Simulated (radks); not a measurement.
Correlation energies from several functionals, in hartree. Species: C4+ [He]; Eu [Xe] 4f7 6s2. Calculated with a radial shooting solver on a logarithmic mesh with Libxc functionals: non-relativistic Kohn-Sham, exchange-only PBE, spin-polarised, spherical densities, point nucleus. Every spin shell is full or empty, so the densities are truly spherical. Functionals are evaluated on that one density, not self-consistently.

functional        C4+       Eu
PW92         -0.17274  -6.1704
VWN5         -0.17367  -6.1965
Wigner       -0.10706  -3.2887
Chachiyo     -0.16972  -6.0870
PBEsol      -0.060199  -3.9670
LYP         -0.050249  -3.2436
P86         -0.058101  -3.9827
PW91        -0.056878  -3.7924
OP (B88)    -0.071544  -3.1529
TPSS        -0.047811  -3.5213
revTPSS     -0.050082  -3.5603
r2SCAN      -0.042847  -3.5829
B95         -0.063876  -4.3404
Tao-Mo      -0.032510  -3.4222
